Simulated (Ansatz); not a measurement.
`C[CH2][Ga]([CH3])[Cl]` + NH₃ → `[CH3][Ga]([NH2])[Cl]` + `CC` at 400 K and 1 bar (ligand exchange at a Ga–C bond).

Gas-phase electronic energies from Ansatz, PBE0-D4/def2-TZVP geometries. CBS: MP2 limit from def2 TZ/QZ plus the TZ coupled-cluster correction, frozen cores. This one scheme is used for every species. For Ga outer-core shells are correlated without core-valence functions, which leaves a few kJ/mol of doubt a bond. Scalar relativity is left out up to krypton. One conformer a species, not always the lowest.

```csv
species,CCSD(T)/CBS energy (Eh),H − E (kJ/mol),S (J/(mol·K))
`C[CH2][Ga]([CH3])[Cl]`,-2502.76657,306.7,441.2
NH₃,-56.50880,104.2,203.1
`[CH3][Ga]([NH2])[Cl]`,-2479.57899,197.4,392.8
`CC`,-79.71954,213.5,244.3
```

H − E and S are ideal-gas, rigid-rotor, harmonic terms from PBE0-D4/def2-TZVP, for one conformer and one mirror image of each species. 1 Eh = 2625.50 kJ/mol, R = 8.31446 J/(mol·K).

By hand: ΔE, ΔH, ΔS and ΔG.

ΔE = (-2479.57899) + (-79.71954) − (-2502.76657) − (-56.50880) = -0.02316 Eh = -60.8 kJ/mol. Δ(H − E) = 197.4 + 213.5 − 306.7 − 104.2 = 0.0, so ΔH = -60.8 kJ/mol. ΔS = 392.8 + 244.3 − 441.2 − 203.1 = -7.2 J/(mol·K). ΔG = -60.8 − 400 × (-7.2)/1000 = -57.9 kJ/mol.

By hand: the equilibrium constant, and the temperature at which ΔG would vanish if ΔH and ΔS stayed fixed.

log₁₀ K = −ΔG/(RT ln 10) = 7.6. ΔG = 0 at ΔH/ΔS = 8444 K, far beyond where these terms or the molecules hold.

The number of gas molecules stays the same, so ΔS is small and ΔH decides. A doubt of 5 kJ/mol in ΔE shifts log₁₀ K by 0.7 here. Other conformers and mirror images would add mixing entropy, several J/(mol·K) or more a flexible species. Modes under 60 cm⁻¹, often nearly free rotors, make the harmonic entropy too high. These are equilibria of isolated gas molecules and say nothing of rates. Largest T1 diagnostic: 0.012 (customary marks: 0.02 for closed shells, 0.045 for open ones).
